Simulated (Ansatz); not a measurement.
Hf2O4, relaxed as a quintet with UKS r2SCAN-D4/def2-SVP in Ansatz, starting from the r2SCAN-D4/def2-SVP geometry of the neutral singlet. Force threshold 0.02 eV/Å.

In the def2 sets Hf takes a core potential; there is no spin–orbit coupling. The relaxation made no stability test and no search for a lower SCF solution. At r2SCAN-D4/def2-SVP a singlet of charge 0 lies 5.11 eV below the quintet, each at its own geometry. The structure comes from a short search, and lower isomers may exist.

Start:

```
atom   x (Å)   y (Å)   z (Å)
 Hf1  -1.335   0.016  -0.662
 Hf2   1.334  -0.015   0.662
  O3   0.290  -1.113  -0.611
  O4  -0.290   1.113   0.611
  O5  -1.326   0.876  -2.225
  O6   1.327  -0.875   2.225
```

```csv
step,energy (eV),largest force component (eV/Å),SCF passes
1,-10792.5570,4.154,105
2,-10793.4855,2.451,71
3,-10793.7788,1.334,58
4,-10793.9610,0.650,77
5,-10794.0370,0.187,68
6,-10794.0445,0.051,93
7 (rejected),-10794.0441,0.087,144
8,-10794.0448,0.002,152
```

Force components are those of the run's own axes.

End:

```xyz
6

Hf   -1.0846    0.2558   -0.9797
Hf    1.0846   -0.2559    0.9798
O     0.2922   -1.1154   -0.6147
O    -0.2917    1.1158    0.6143
O    -1.8607    1.0033   -2.7050
O     1.8602   -1.0036    2.7052
```

By distances, no bond broke or formed. The bond that changes most is Hf2–O6, from 1.78 to 2.03 Å (atoms count from 1).

No frequencies were taken in this run, so the end may be a saddle point.

It took 1.7 min on 4 threads of Arm Neoverse V2 on a shared host.
